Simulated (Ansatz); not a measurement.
Ansatz (a quantum-chemistry and plane-wave program) input (wB97X-V/def2-TZVP):

Ansatz 0.2 input:
```yaml
crystal:
  periodic: [false, false, false]
  atoms:
    - {symbol: C, position_ang: [-0.00000000, -0.00000000, -0.69355328]}
    - {symbol: F, position_ang: [0.00000000, 0.00000000, 0.46236885]}
basis:
  gaussian:
    orbitals: def2-TZVP
hamiltonian:
  xc: {name: wB97X-V}
total_charge: 1
relax: {f_tol: 0.003, max_steps: 100}
```

Output:

```
Functional definition: wB97X-V
integrals: 0.01 GiB planned
336 factors; their error is unknown
integrals: 0.04 GiB planned
69 factors; integrals over basis functions are off by at most 3.8e-5 eV
mean field: 0.13 GiB planned
mean field evaluation 1: about -3733.3566 eV, gradient 7.4e1 eV
mean field evaluation 2: about -3722.0477 eV, gradient 1.2e2 eV
mean field evaluation 4: about -3740.3727 eV, gradient 9.0e-1 eV
mean field evaluation 8: about -3740.3843 eV, gradient 1.3e-1 eV
mean field -3740.38434663 eV, -137.4565894150 hartree, gradient 2.0e-5 eV, S^2 0.000000; 0 other end points of the search recorded, 0 dependent functions left out
the calculation of the forces begins
reference -3740.38434572 eV, -137.4565893815 hartree; 7, 7 occupied and 55, 55 virtual orbitals, 336 factors
relax step   1: F+E_penalty+E_count = -3740.38434663 eV  Δ(F+E_penalty+E_count) = +0.000e0 eV  max|allowed force component| = 1.449e-1 eV/Å  Δτ_max = 0.0000 Å  (24 SCF iters, accepted)
these checks for a lower state are left out or cut short: starts, cluster_reference, orbital_swaps, neighbouring_geometries, increment
integrals: 0.01 GiB planned
336 factors; their error is unknown
integrals: 0.04 GiB planned
69 factors; integrals over basis functions are off by at most 3.8e-5 eV
mean field: 0.13 GiB planned
mean field evaluation 16: about -3740.3745 eV, gradient 2.2e-1 eV
mean field -3740.38445827 eV, -137.4565935179 hartree, gradient 2.1e-5 eV, S^2 0.000000; 0 other end points of the search recorded, 0 dependent functions left out
the calculation of the forces begins
reference -3740.38445736 eV, -137.4565934845 hartree; 7, 7 occupied and 55, 55 virtual orbitals, 336 factors
relax step   2: F+E_penalty+E_count = -3740.38445827 eV  Δ(F+E_penalty+E_count) = -1.116e-4 eV  max|allowed force component| = 3.308e-2 eV/Å  Δτ_max = 0.0006 Å  (29 SCF iters, accepted)
these checks for a lower state are left out or cut short: starts, cluster_reference, orbital_swaps, neighbouring_geometries, increment
integrals: 0.01 GiB planned
336 factors; their error is unknown
integrals: 0.04 GiB planned
69 factors; integrals over basis functions are off by at most 3.8e-5 eV
mean field: 0.13 GiB planned
mean field -3740.38446445 eV, -137.4565937448 hartree, gradient 6.4e-5 eV, S^2 0.000000; 0 other end points of the search recorded, 0 dependent functions left out
the calculation of the forces begins
reference -3740.38446354 eV, -137.4565937114 hartree; 7, 7 occupied and 55, 55 virtual orbitals, 336 factors
relax step   3: F+E_penalty+E_count = -3740.38446445 eV  Δ(F+E_penalty+E_count) = -6.174e-6 eV  max|allowed force component| = 1.453e-4 eV/Å  Δτ_max = 0.0002 Å  (17 SCF iters, accepted)
integrals: 0.01 GiB planned
336 factors; their error is unknown
integrals: 0.04 GiB planned
69 factors; integrals over basis functions are off by at most 3.8e-5 eV
mean field: 0.13 GiB planned
mean field evaluation 32: about -3721.8276 eV, gradient 1.2e2 eV
mean field -3740.38446445 eV, -137.4565937448 hartree, gradient 6.4e-5 eV, S^2 0.000000; 1 other end points of the search recorded, 0 dependent functions left out
the calculation of the forces begins
reference -3740.38446354 eV, -137.4565937114 hartree; 7, 7 occupied and 55, 55 virtual orbitals, 336 factors
Total energy: -3740.38446354 eV, -137.4565937114 hartree
Atom 0 at    -0.000000     0.000000    -0.694367 Å, force     0.000000     0.000000    -0.000145 eV/Å
Atom 1 at     0.000000    -0.000000     0.463183 Å, force     0.000000     0.000000     0.000145 eV/Å
Dipole moment:     0.000000    -0.000000    -0.202544 e Å
```
